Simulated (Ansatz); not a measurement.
Basis-set series for CH4BIO2, SMILES `OB(O)CI`. The species carries charge 0 and has multiplicity 1. I: def2 effective core potential. The structure was optimised at the PBE0-D4/def2-TZVP level. It is one conformer, not always the lowest.

```tsv
functional	basis	functions	energy (Eh)	HOMO (eV)	LUMO (eV)
PBE0-D4	def2-SVP	102	-513.24253	-6.95	-0.76
PBE0-D4	def2-TZVPP	230	-513.50720	-7.09	-1.01
ωB97M-V	def2-SVP	102	-513.36818	-9.08	1.31
ωB97M-V	def2-TZVPP	230	-513.64049	-9.24	0.89
```

**Question.** Give the rows for def2-QZVPP. (Best estimate.)

**Answer.** The calculation gave: 
| functional | basis | functions | energy (Eh) | HOMO (eV) | LUMO (eV) |
| --- | --- | --- | --- | --- | --- |
| PBE0-D4 | def2-QZVPP | 430 | -513.52080 | -7.11 | -1.08 |
| ωB97M-V | def2-QZVPP | 430 | -513.65355 | -9.26 | 0.61 |

Positive LUMOs are unbound and depend on the basis.

Program: Ansatz 0.2.0.
